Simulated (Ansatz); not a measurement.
Geometry optimisation, UHF/6-31G* in Ansatz.

input.yaml

```yaml
crystal:
  periodic: [false, false, false]
  atoms:
    - { symbol: Al, position_ang: [-0.974124, -0.361461, -1.40985] }
    - { symbol: Si, position_ang: [0.257344, -0.603125, 1.99107] }
    - { symbol: S, position_ang: [-2.273366, -1.829051, -1.02706] }
    - { symbol: H, position_ang: [-0.679517, -0.994457, 0.96043] }
    - { symbol: C, position_ang: [0.290931, 1.075147, -1.807914] }
    - { symbol: H, position_ang: [1.623003, -0.948539, 1.544193] }
    - { symbol: H, position_ang: [-0.047297, -1.283384, 3.26084] }
    - { symbol: H, position_ang: [0.186234, 0.862289, 2.172914] }
    - { symbol: H, position_ang: [-0.210516, 2.038779, -1.808932] }
    - { symbol: H, position_ang: [0.728463, 0.926439, -2.791131] }
    - { symbol: H, position_ang: [1.098744, 1.117462, -1.084561] }
magnetization:
  spin_polarized: true
basis:
  gaussian: { orbitals: "6-31G*" }
hamiltonian:
  xc: hf
relax:
  f_tol: 0.03
  max_steps: 50
```

Command:

```bash
$ ansatz run input.yaml --threads 2 --pin off --max-ram 3072MiB --backend cpu --events-out ev --progress --plain --runs-dir out
```

Problem. Where does it end, and by what steps?

Solution. The run converged. The force dipped under the threshold on the way, but the program's further checks kept it going. After 23 steps the energy has fallen by 0.335 eV; H8 moved furthest, 1.05 Å.

```json
{"step": "0", "energy less start (eV)": "0.0000", "largest force component (eV/Å)": "0.692", "accepted": "yes"}
{"step": "1", "energy less start (eV)": "-0.1416", "largest force component (eV/Å)": "0.315", "accepted": "yes"}
{"step": "2", "energy less start (eV)": "-0.2146", "largest force component (eV/Å)": "0.285", "accepted": "yes"}
{"step": "3", "energy less start (eV)": "-0.2687", "largest force component (eV/Å)": "0.224", "accepted": "yes"}
{"step": "4", "energy less start (eV)": "-0.3008", "largest force component (eV/Å)": "0.072", "accepted": "yes"}
{"step": "5", "energy less start (eV)": "-0.3131", "largest force component (eV/Å)": "0.111", "accepted": "yes"}
{"step": "6", "energy less start (eV)": "-0.3191", "largest force component (eV/Å)": "0.129", "accepted": "yes"}
{"step": "7", "energy less start (eV)": "-0.3233", "largest force component (eV/Å)": "0.089", "accepted": "yes"}
{"step": "8", "energy less start (eV)": "-0.3258", "largest force component (eV/Å)": "0.067", "accepted": "yes"}
{"step": "9", "energy less start (eV)": "-0.3267", "largest force component (eV/Å)": "0.072", "accepted": "yes"}
{"step": "10", "energy less start (eV)": "-0.3278", "largest force component (eV/Å)": "0.054", "accepted": "yes"}
{"step": "11", "energy less start (eV)": "-0.3288", "largest force component (eV/Å)": "0.067", "accepted": "yes"}
{"step": "12", "energy less start (eV)": "-0.3293", "largest force component (eV/Å)": "0.134", "accepted": "yes"}
{"step": "13", "energy less start (eV)": "-0.3302", "largest force component (eV/Å)": "0.063", "accepted": "yes"}
{"step": "14", "energy less start (eV)": "-0.3310", "largest force component (eV/Å)": "0.014", "accepted": "yes"}
{"step": "15", "energy less start (eV)": "-0.3301", "largest force component (eV/Å)": "0.253", "accepted": "no"}
{"step": "16", "energy less start (eV)": "-0.3320", "largest force component (eV/Å)": "0.023", "accepted": "yes"}
{"step": "17", "energy less start (eV)": "-0.3327", "largest force component (eV/Å)": "0.109", "accepted": "yes"}
{"step": "18", "energy less start (eV)": "-0.3333", "largest force component (eV/Å)": "0.073", "accepted": "yes"}
{"step": "19", "energy less start (eV)": "-0.3343", "largest force component (eV/Å)": "0.035", "accepted": "yes"}
{"step": "20", "energy less start (eV)": "-0.3343", "largest force component (eV/Å)": "0.174", "accepted": "no"}
{"step": "21", "energy less start (eV)": "-0.3341", "largest force component (eV/Å)": "0.065", "accepted": "no"}
{"step": "22", "energy less start (eV)": "-0.3345", "largest force component (eV/Å)": "0.007", "accepted": "yes"}
{"step": "23", "energy less start (eV)": "-0.3353", "largest force component (eV/Å)": "0.028", "accepted": "yes"}
```

```xyz
11
Properties=species:S:1:pos:R:3
Al -1.230 -0.445 -2.013
Si 0.504 -0.467 2.501
S -2.637 -1.867 -1.976
H -0.042 -0.305 1.134
C 0.133 0.949 -2.104
H 1.897 -0.942 2.400
H -0.312 -1.444 3.242
H 0.473 0.841 3.182
H -0.153 1.811 -1.508
H 0.280 1.283 -3.128
H 1.086 0.586 -1.730
```

The run took 28 s on 2 threads of Intel(R) Xeon(R) 6975P-C (Granite Rapids), on a shared host, peak memory 0.23 GiB.
